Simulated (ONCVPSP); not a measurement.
What the settings do to the ONCV potential of W

Base potential:

tungsten (W), optimised norm-conserving Vanderbilt (ONCV), made with ONCVPSP 4.0.1 (LDA (Perdew-Zunger), scalar-relativistic). Core [Kr] 4d10 4f14, reference 5s2 5p6 5d4 6s1 (charge +1). Waves: 5s+6s: rc 1.70 bohr, ncon 4, nbas 8, qcut 7.5 1/bohr, 2 projectors; 5p: rc 1.80 bohr, ncon 4, nbas 9, qcut 8.5 1/bohr, 1 projector; 5d: rc 1.85 bohr, ncon 3, nbas 6, qcut 6 1/bohr, 2 projectors, debl 3.4 Ha. Local part: polynomial inside 1.60 bohr (lpopt 5, dvloc0 1 Ha). Core correction: polynomial model core, fcfact 0.15.

Cutoffs, loose and tight: the cutoffs (Ha) at which the residual kinetic energy of the hardest occupied pseudo-wave falls to 1 and 0.1 mHa per electron. They do not see the model core or the augmentation charge, which bear on the density cutoff. Test errors are all-electron minus pseudo excitation energies from the reference, over the configurations 5s2 5p6 5d4 6s2; 5s2 5p6 5d4 6s0; 5s2 5p6 5d3 6s0; 5s2 5p6 5d4 6s0 6p1. A dash means not determined; rows that change the core or the reference have their own tests.

A true bound ghost makes a file unfit for plane-wave use even where its test errors are small: the radial tests pick states by their node count and pass the ghost by.

```tsv
change	outcome	cutoff, loose	cutoff, tight	bound ghosts	GHOST(+) flags above zero	largest test error (meV)
base	generated	20 Ha	26 Ha	none	p	-208
reference 5s2 5p6 5d4 6s2	generated	20 Ha	26 Ha	none	p	-113
core correction polynomial model core, fcfact 0.64	generated	20 Ha	26 Ha	none	p	-208
p: nbas 8	generated	20 Ha	26 Ha	none	p	-207
s: qcut 8.2	generated	22 Ha	26 Ha	none	p	-208
d: nproj 1	generated	20 Ha	26 Ha	none	p	-208
functional PBEsol	generated	20 Ha	26 Ha	none	none	-170
core [Kr] 4d10, valence charge 28; reference 4f14 5s2 5p6 5d5 6s1; waves now 5s+6s: rc 1.65 bohr, ncon 4, nbas 7, qcut 8.1 1/bohr, 2 projectors; 5p: rc 1.40 bohr, ncon 4, nbas 8, qcut 6 1/bohr, 2 projectors, debl 2.7 Ha; 5d: rc 2.65 bohr, ncon 5, nbas 9, qcut 5.4 1/bohr, 2 projectors, debl 2.5 Ha; 4f: rc 1.00 bohr, ncon 5, nbas 10, qcut 19.8 1/bohr, 2 projectors, debl 1.6 Ha; local potential polynomial inside 0.90 bohr (lpopt 5, dvloc0 1 Ha)	generated	161 Ha	175 Ha	s	p, d	+9.7
```
